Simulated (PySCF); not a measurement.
Au(Cl) anion (AuCl), SMILES [Cl][Au] (connectivity only; charge and spin as stated), charge -1, multiplicity 2. Geometry: PBE-D3(BJ)/def2-TZVPD. The spin state was assumed, not searched. The def2 effective core potentials stand for the cores of Au; spin–orbit coupling is left out.

Computed with PySCF with PBE-D3(BJ)/def2-TZVPD.

Harmonic wavenumbers (cm⁻¹): 222. Rotational constants (GHz): 2.832 (linear); symmetry number 1.

Work out the zero-point energy and the ideal-gas rigid-rotor harmonic-oscillator thermochemistry at 298.15 K and 1 atm.

ZPE = ½ Σ hcν = ½ × 222 cm⁻¹ = 1.32 kJ/mol. H − E(el) = 11.39 kJ/mol. Entropy in J/(mol K): translation 176.70, rotation 72.28, vibration 8.15, spin 5.76, total 262.89. G − E(el) = -66.99 kJ/mol. Cp = 36.67 J/(mol K).
